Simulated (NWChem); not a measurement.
System: SiH₄TeSeO; SMILES [SiH3]O[Te][SeH]

```xyz
8

Te     0.9303     0.1540    -0.0520
Se    -0.6423    -1.7870    -0.0106
H     -0.3730    -2.2092     1.3786
O     -0.2068     1.6208     0.6999
Si    -1.3792     2.4254    -0.1860
H     -0.7876     3.0823    -1.3937
H     -1.9559     3.4612     0.7181
H     -2.4587     1.4931    -0.6351
```
Atoms are numbered in this order, from 1.

Results from NWChem. All runs use the structure optimised with PBE0/def2-SVP. Not confirmed as a minimum by frequencies. def2 effective core potentials on Te; no spin-orbit coupling.

For level Hartree-Fock/STO-3G (all-electron, non-relativistic):

```
Item                         Value
---------------------------  -----
highest occupied level (eV)  -6.42
orbital gap (eV)             12.38
dipole (D)                    0.91
```

What are these values for level Hartree-Fock/def2-SVP (core potentials)?


- highest occupied level (eV): -9.01
- orbital gap (eV): 10.54
- dipole (D): 1.52
